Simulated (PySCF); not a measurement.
GaCl₂, SMILES [Cl][Ga+][Cl], charge +1. Atoms are numbered in the order given.

```xyz
3

Ga     0.0000     0.0000     0.0000
Cl     0.0000     0.0000    -2.0207
Cl     0.0000     0.0000     2.0207
```
Charge +1, spin multiplicity 1.

The structure is a stationary point at r2SCAN-D4/def2-TZVP. The spin state was assumed, not searched. The isomer is the one that the SMILES or the coordinates give; other isomers of the formula were not compared.

All values below come from PySCF 2.14.0 with TDDFT-ωB97X/def2-SVPD.

Vertical excitations; the highest root listed may be one member of a degenerate set. Gas-phase values at a fixed geometry. State labels are in the subgroup D2h.

```csv
state,symmetry,energy (eV),λ (nm),f,main pairs
S1,B2g,5.65,219,0.000,HOMO−1→LUMO (degenerate set)
S2,B3g,5.65,219,0.000,HOMO→LUMO (degenerate set)
S3,B2u,6.29,197,0.027,HOMO−3→LUMO (degenerate set)
S4,B3u,6.29,197,0.027,HOMO−2→LUMO (degenerate set)
S5,Au,7.27,171,0.000,"HOMO−1→LUMO+1 49 %, HOMO→LUMO+2 49 %"
S6,B1u,7.34,169,0.000,"HOMO−1→LUMO+2, HOMO→LUMO+1 (degenerate set)"
S7,Au,7.34,169,0.000,"HOMO→LUMO+2, HOMO−1→LUMO+1 (degenerate set)"
S8,B1u,7.49,166,0.001,"HOMO−4→LUMO 44 %, HOMO→LUMO+1 28 %, HOMO−1→LUMO+2 28 %"
S9,B1g,7.78,159,0.000,"HOMO−2→LUMO+1 49 %, HOMO−3→LUMO+2 49 %"
S10,Ag,7.90,157,0.000,"HOMO−2→LUMO+2 49 %, HOMO−3→LUMO+1 49 %"
T1,B3g,5.23,237,0,HOMO→LUMO (degenerate set)
T2,B2g,5.23,237,0,HOMO−1→LUMO (degenerate set)
T3,B2u,5.78,215,0,HOMO−3→LUMO (degenerate set)
T4,B3u,5.78,215,0,HOMO−2→LUMO (degenerate set)
```
Triplets are in the Tamm–Dancoff approximation, which puts them higher than full response would, so one can lie above its singlet here.
